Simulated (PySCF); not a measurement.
**Identify the compound**

The spectra below were simulated for a compound C₈H₉FN₂.

$^{1}$H NMR (400 MHz, computed): δ 7.02 (m, 1H), 2.92 (s, 3H), 2.41 (m, 1H), 1.58 (m, 2H), 1.21 (m, 2H).

$^{13}$C{$^{1}$H} NMR (computed): δ 171.1 (C), 160.6 (C), 159.7 (C), 115.2 (CH), 24.7 (CH3), 15.9 (CH2), 11.7 (CH).

Method: PBE0/pcSseg-1 with gauge-including orbitals, coordinates at the GFN2-xTB level, in PySCF (rapidly exchanging positions averaged, one computed conformer, non-relativistic, in vacuum).

Chemical shifts δ = σref − σ; $^{1}$H (σref 31.72), $^{13}$C (σref 186.93) vs TMS, all at this level.

Q: Choose the structure that fits.
A. C=Cc1nnc(C)c(F)c1C
B. CC(C)(C)/C(C#N)=C(/F)C#N
C. Cc1cc(F)c(C2CC2)nn1

A: C. 

1. The formula gives 5 degrees of unsaturation (2 rings in the answer).
2. 7 carbon signals for 8 carbons: some carbons are equivalent by symmetry or fast rotation.
3. Carbon types of the structure: 3 × C, 2 × CH, 2 × CH2, 1 × CH3, which accounts for all hydrogens.
4. δC 171.1: aromatic carbon bearing fluorine; an ipso carbon deshielded by its heteroatom.
5. δC 160.6, 159.7: substituted aromatic carbon next to a ring nitrogen.
6. δC 115.2: aromatic CH.
7. δC 24.7: methyl carbon on an aromatic ring; a saturated carbon with 1 carbon neighbour and no heteroatom attached.
8. δH 2.92: hydrogen on a methyl carbon on an aromatic ring; benzylic-type position, deshielded by the ring.

The others: CC(C)(C)/C(C#N)=C(/F)C#N would give 6 carbon signals, not 7; C=Cc1nnc(C)c(F)c1C would give 8 carbon signals, not 7.

Splittings by $^{19}$F in the carbon and heteronuclear signals aren't shown, as no couplings were computed. Shifts are as computed. Against solution values, carbons near 30 ppm lie about +3 ppm off and those near 130 ppm about +5 ppm. Of 1211 compounds with measured shifts, 218 miss one by over three times the rms of a fit or turn the order of signals round; such compounds aren't used in these exercises. No couplings were computed; multiplicities are counted from neighbouring protons, with m where these are inequivalent, close in shift, in a saturated or five-membered ring or joined by F or P, and br s for small geminal =CH2 splittings.
